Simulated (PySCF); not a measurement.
## Er(SH)3(H2O): one run

Er(SH)3(H2O) (singlet in the valence; each metal's 4f electrons, 11 of them, lie in its core potential, out of spins and levels). PySCF 2.14.0, RKS PBE0, Er lcecp-1-SVP with ECP57, S def2-SVP, H def2-SVP, O def2-SVP; non-relativistic Hamiltonian with scalar-relativistic core potentials where named; density fitting; no spin-orbit coupling. The geometry is an unrelaxed template.

```python
mol = gto.M(atom='''
Er     0.00000     0.00000     0.00000
S      1.54810     1.54810     1.54810
H      2.26930     0.67720     2.26930
S     -1.54810    -1.54810     1.54810
H     -2.26930    -0.67720     2.26930
S      1.54810    -1.54810    -1.54810
H      1.20790    -2.80010    -1.20790
O     -1.39860     1.39860    -1.39860
H     -1.42490     2.36800    -1.42490
H     -2.05360     1.11060    -2.05360''',
    basis={'Er': 'lcecp-1-SVP', 'S': 'def2-SVP', 'H': 'def2-SVP', 'O': 'def2-SVP'},
    ecp={'Er': 'lcecp-1-SVP'},
    charge=0, spin=0)
mf = dft.RKS(mol, xc='PBE0')
mf.grids.atom_grid = (50, 194)  # f atoms: unpruned, at least (60, 302)
mf = mf.density_fit()  # fitting sets: Er AutoAux, S def2-universal-JKFIT, H def2-universal-JKFIT, O def2-universal-JKFIT
mf.conv_tol = 1e-08; mf.max_cycle = 55
mf.kernel(dm0)  # dm0: free metal ions and neutral atoms
```

Run from Python with OMP_NUM_THREADS=2; the lines above give its settings. Where DIIS fails, smearing, a level shift and second-order steps follow.
It took 5.7 s on 2 threads of Arm Neoverse V1, with other jobs on the host, peak memory 0.72 GiB.

**Question.** Where do the frontier levels lie, over both spins?

**Answer.** HOMO -6.34 eV, LUMO -1.58 eV. The 4f levels lie in the core potential and are missing.

**Question.** What are the Mulliken charges and spins?

**Answer.** 
```json
{"atom": "Er1", "charge (e)": "0.792", "spin (e)": "0.000"}
{"atom": "S2", "charge (e)": "-0.446", "spin (e)": "0.000"}
{"atom": "H3", "charge (e)": "0.116", "spin (e)": "0.000"}
{"atom": "S4", "charge (e)": "-0.422", "spin (e)": "0.000"}
{"atom": "H5", "charge (e)": "0.097", "spin (e)": "0.000"}
{"atom": "S6", "charge (e)": "-0.434", "spin (e)": "0.000"}
{"atom": "H7", "charge (e)": "0.108", "spin (e)": "0.000"}
{"atom": "O8", "charge (e)": "-0.295", "spin (e)": "0.000"}
{"atom": "H9", "charge (e)": "0.239", "spin (e)": "0.000"}
{"atom": "H10", "charge (e)": "0.245", "spin (e)": "0.000"}
```
The spin of the 4f electrons in the core isn't counted.

An lcecp potential fixes the number of 4f electrons, so in runs with it no electron can move into or out of that shell.
